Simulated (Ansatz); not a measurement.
System: bromo(trifluoro)germane, sum formula GeBrF$_{3}$ (charge 0, singlet). 
Geometry from a B3LYP-D3(BJ)/def2-TZVP (Ansatz, a quantum-chemistry and plane-wave program) optimisation:
```xyz
5

F     -1.3656    -0.7238    -1.3445
Ge    -0.6569     0.0243     0.0223
F     -1.2303     1.6365     0.0681
F     -1.2740    -0.7694     1.4076
Br     1.5957    -0.0591    -0.0541
```
Charge 0, spin multiplicity 1.

Property: vertical triplet-singlet gap (E(triplet) - E(singlet); each state is the SCF solution reached for its spin; the molecule has degenerate orbitals, so one determinant may break the symmetry), in eV. Valence correlation only, unless marked. UHF or UKS for open shells. Spin-orbit coupling is left out. Frozen are the shells of the preceding noble gas and the d and f shells that filled before the atom's block. Non-relativistic. CBS(X,Y): correlation extrapolated as X^-3; Hartree-Fock from the larger set. The bracket is a focal-point correction in the basis named.

RI-MP2/CBS(aug-cc-pVTZ,aug-cc-pVQZ)+[CCSD(T)-MP2]/aug-cc-pVTZ (Ansatz) gives 6.30 eV.

Question: Another calculation gave 5.76 eV. Which level was it?
A. PBE/def2-TZVPD (Ansatz)
B. CAM-B3LYP/def2-TZVPD (Ansatz)
C. wB97X-V/def2-TZVPD (Ansatz)
D. BHLYP/def2-TZVPD (Ansatz)

Answer: B, CAM-B3LYP/def2-TZVPD (Ansatz). The others give 5.49 (PBE), 5.87 (BHLYP), 6.00 (wB97X-V) eV.
